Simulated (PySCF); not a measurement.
Eu(OH)2 at several levels of theory

Computed with PySCF 2.14.0 (density fitting, no spin-orbit coupling) at the geometry relaxed with PBE0:

```xyz
5
Eu(OH)2 (singlet in the valence; each metal's 4f electrons, 7 of them, lie in its core potential, out of spins and levels)
Eu    0.0000    0.0000   -0.3107
O     1.9842   -0.0384    0.5606
H     2.7610   -0.0549    1.1215
O    -1.9842    0.0384    0.5606
H    -2.7610    0.0549    1.1215
```

```
 level                                              basis    state  HOMO (eV)  gap (eV)  charge on Eu1 (e)  population of f-type functions on Eu1 (polarisation alone where 4f lies in the core)  dipole about the centre of mass (D)  largest force component (eV/Å)
  PBE0  Eu lcecp-0-SVP with ECP53, O def2-SVP, H def2-SVP  singlet          –         –               0.87                                                                                  0.04                                 3.29                            0.02
  BP86                                           the same  singlet          –         –               0.73                                                                                  0.04                                 3.03                            0.54
r2SCAN                                           the same  singlet          –         –               0.84                                                                                  0.04                                 3.25                            0.18
```

In the lcecp rows the 4f levels are missing from HOMO and gap, and the state counts the valence alone.

Charges are Mulliken's, which hang on the basis. The relaxation used the grid (50, 194), these runs (75, 302) or, all-electron (x2c bases, spin-free X2C Hamiltonian), (99, 590).

Task: What does PBE0 with Eu lcecp-0-TZVP with ECP53, O def2-TZVP, H def2-TZVP give here?

Result: state singlet, charge on Eu1 (e) 1.22, population of f-type functions on Eu1 (polarisation alone where 4f lies in the core) 0.05, dipole about the centre of mass (D) 3.60, largest force component (eV/Å) 0.23. Time: 7.1 s on 2 threads of Arm Neoverse V1, on a shared host, from free ions and atoms.

An lcecp potential fixes the number of 4f electrons, so in runs with it no electron can move into or out of that shell.
